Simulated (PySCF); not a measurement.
# Basis and Hamiltonian dependence of the excitation energy of Sn

Sn [Kr] 4d10 5s2 5p2 (3P) → Sn [Kr] 4d10 5s1 5p3 (5S). Calculated with PySCF 2.14 from differences of total energies of unrestricted determinants, without spin-orbit coupling. Values in eV.

```csv
basis,Hamiltonian,functions,UHF,r2SCAN,PBE0,MP2 (valence),CCSD(T) (valence),CCSD(T) (valence and next inner shell)
aug-cc-pVTZ-PP with ECP28MDF,ECP,55,2.963,4.550,4.763,3.722,3.956,n/a
def2-TZVPPD with the def2 core potential (28 electrons),ECP,56,2.961,4.566,4.771,3.717,3.954,4.427
x2c-TZVPPall,spin-free X2C,60,2.984,4.477,4.717,3.717,3.953,4.434
"aug-cc-pVTZ-PP with one added diffuse shell each of d, f type with ECP28MDF",ECP,67,2.963,4.550,4.763,3.722,3.957,n/a
cc-pVQZ-PP with ECP28MDF,ECP,67,2.963,n/a,n/a,3.783,3.991,n/a
ANO-RCC-VTZP,spin-free X2C,68,2.989,4.491,4.729,3.701,3.944,4.494
aug-cc-pVTZ-DK3,spin-free X2C,68,2.966,4.467,4.714,3.720,3.953,n/a
"x2c-TZVPPall with one added diffuse shell each of s, p, d, f type",spin-free X2C,76,2.993,4.485,4.727,3.734,3.966,4.448
aug-cc-pVQZ-PP with ECP28MDF,ECP,92,2.963,4.564,4.773,3.789,3.994,n/a
aug-cc-pwCVTZ-PP with ECP28MDF,ECP,96,2.966,4.569,4.778,3.755,3.978,n/a
x2c-QZVPPall,spin-free X2C,112,2.968,4.478,4.723,3.781,3.988,n/a
"x2c-QZVPPall with one added diffuse shell each of s, p, d, f type",spin-free X2C,128,2.968,4.478,4.723,3.783,n/a,n/a
aug-cc-pV5Z-PP with ECP28MDF,ECP,139,2.964,4.565,4.775,3.821,n/a,n/a
```

**Question.** Estimate the row for aug-cc-pwCVTZ-DK3 (spin-free X2C, 109 functions).

**Answer.** From the rows with the same Hamiltonian and similar size; the calculation gives UHF 2.97; r2SCAN 4.48; PBE0 4.73; MP2 (valence) 3.75; CCSD(T) (valence) 3.98 (eV).

Frozen in the all-electron rows: valence: [Kr] 4d10; valence and next inner shell: [Ar] 3d10; with a core potential, the same shells as far as they lie outside it.

Reference for a calculation without spin-orbit coupling: 4.607 eV (measured, between term centres; NIST).
